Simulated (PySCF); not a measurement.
# Energy of Au+ (gold, charge +1) between two integer charges

The 5d beta orbital of [Xe] 4f14 5d10 is emptied in steps (occupation f), with all orbitals relaxed, ending at [Xe] 4f14 5d9. Calculation: PySCF 2.14, in def2-TZVP with the def2 core potential (60 electrons) (6s4p3d1f, 40 functions); a scalar-relativistic core potential. The exact energy is a straight line in f; departures are measured from the line between the end points of the same method.

```json
{"f": "1", "UHF (eV)": "0.000", "LDA (eV)": "0.000", "PBE (eV)": "0.000", "PBE0 (eV)": "0.000", "r2SCAN (eV)": "0.000", "LC-wPBE (eV)": "0.000", "BHandHLYP (eV)": "0.000", "wB97X (eV)": "0.000", "CAM-B3LYP (eV)": "0.000", "MN15 (eV)": "0.000"}
{"f": "0.75", "UHF (eV)": "0.317", "LDA (eV)": "-1.097", "PBE (eV)": "-1.069", "PBE0 (eV)": "-0.730", "r2SCAN (eV)": "-0.998", "LC-wPBE (eV)": "-0.187", "BHandHLYP (eV)": "-0.391", "wB97X (eV)": "-0.252", "CAM-B3LYP (eV)": "-0.459", "MN15 (eV)": "-0.607"}
{"f": "0.5", "UHF (eV)": "0.407", "LDA (eV)": "-1.475", "PBE (eV)": "-1.436", "PBE0 (eV)": "-0.981", "r2SCAN (eV)": "-1.337", "LC-wPBE (eV)": "-0.254", "BHandHLYP (eV)": "-0.530", "wB97X (eV)": "-0.346", "CAM-B3LYP (eV)": "-0.620", "MN15 (eV)": "-0.815"}
{"f": "0.25", "UHF (eV)": "0.294", "LDA (eV)": "-1.113", "PBE (eV)": "-1.084", "PBE0 (eV)": "-0.740", "r2SCAN (eV)": "-1.007", "LC-wPBE (eV)": "-0.194", "BHandHLYP (eV)": "-0.404", "wB97X (eV)": "-0.266", "CAM-B3LYP (eV)": "-0.471", "MN15 (eV)": "-0.613"}
{"f": "0", "UHF (eV)": "0.000", "LDA (eV)": "0.000", "PBE (eV)": "0.000", "PBE0 (eV)": "0.000", "r2SCAN (eV)": "0.000", "LC-wPBE (eV)": "0.000", "BHandHLYP (eV)": "0.000", "wB97X (eV)": "0.000", "CAM-B3LYP (eV)": "0.000", "MN15 (eV)": "0.000"}
```

For wB97X, how does the orbital energy at f = 1 compare with the removal energy?

−ε = 19.385 eV against a total-energy difference of 20.694 eV. By Janak's theorem ε = ∂E/∂f, so the gap between them reflects the curvature. Along the path −ε is 19.995 (f = 0.75), 20.657 (f = 0.5), 21.376 (f = 0.25) eV.

```csv
method,E(f=0) − E(f=1) (eV),−ε at f=1 (eV),−ε at f=0.5 (eV)
UHF,19.063,20.824,19.002
LDA,21.432,15.635,21.388
PBE,21.027,15.372,20.989
PBE0,20.824,16.960,20.799
r2SCAN,20.797,15.505,20.775
LC-wPBE,20.646,19.677,20.626
BHandHLYP,20.536,18.487,20.502
wB97X,20.694,19.385,20.657
CAM-B3LYP,20.854,18.446,20.821
MN15,20.955,17.749,20.937
```

Reference removal energy between the ground levels: 20.203 ± 0.025 eV (measured; NIST Atomic Spectra Database, ionization energies). The calculation has no spin-orbit coupling. UHF lacks correlation.
